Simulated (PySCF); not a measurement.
H₂Pb, neutral, multiplicity 1. Atoms are numbered in the order given.

```xyz
3

Pb     0.0000     0.0000    -0.0312
H      0.0000     1.3153     1.2779
H      0.0000    -1.3153     1.2779
```

The structure is a stationary point at B3LYP-D3(BJ)/def2-TZVPD. The def2 effective core potentials stand for the cores of Pb; spin–orbit coupling is left out.

These are PBE/def2-TZVPD (PySCF) values and carry that method's errors.

The molecule is in vacuum.

Computed frontier levels, gap, dipole moment and polarisability:
```
Quantity                                                                                                       Result
---------------------------------------------------------------------------------------------  ----------------------
highest occupied level                                                                                       -5.77 eV
lowest empty level                                                                                           -3.64 eV
orbital gap                                                                                                   2.13 eV
dipole moment                                                                                                  1.54 D
quadrupole, principal values (traceless, Buckingham form, about the centre of nuclear charge)  -4.82, -3.05, 7.88 D·Å
mean static polarisability                                                                       52.8 bohr³ (7.83 Å³)
polarisability, principal values                                                               37.1, 59.2, 62.2 bohr³
```
